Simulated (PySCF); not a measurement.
## A small calculation by hand: oscillator strength and radiative lifetime

Ta(NH)(F)(OH)2 (FH3NO2Ta), SMILES [OH][Ta]([F])([OH])=[NH], multiplicity 1.

Coordinates come from a B3LYP-D3(BJ)/def2-SVP optimisation. The multiplicity is an assumed one; no other spin state was optimised. The structure was generated by enumeration; whether it is a known compound was not checked. The def2 effective core potentials stand for the cores of Ta; spin–orbit coupling is left out. The values are those of a single conformer.

TDA-PBE/def2-SVPD (PySCF) puts the first singlet state with f over 0.02 at 5.54 eV (vertical), with the transition dipole (-0.030, -0.411, 0.000) in atomic units.

### Question
Find the oscillator strength, the wavelength and the radiative lifetime that this transition would have in vacuum if emission retraced absorption.

### Answer

|μ|² = 0.1698 au, so |μ| = 1.05 D. ΔE = 5.54/27.211 = 0.2036 hartree. f = (2/3) ΔE |μ|² = 0.023 (the program prints 0.023).
λ = 1239.84/5.54 = 224 nm; ν = 44683 cm⁻¹.
Einstein's coefficient A = 0.6670 ν² f s⁻¹ (ν in cm⁻¹) = 3.1e7 s⁻¹, so τ = 1/A = 33 ns. This state is S2; the lower singlet has f = 0.002. The figure is the radiative limit of this one transition; relaxation, internal conversion, crossing to triplets and a medium change what is measured.
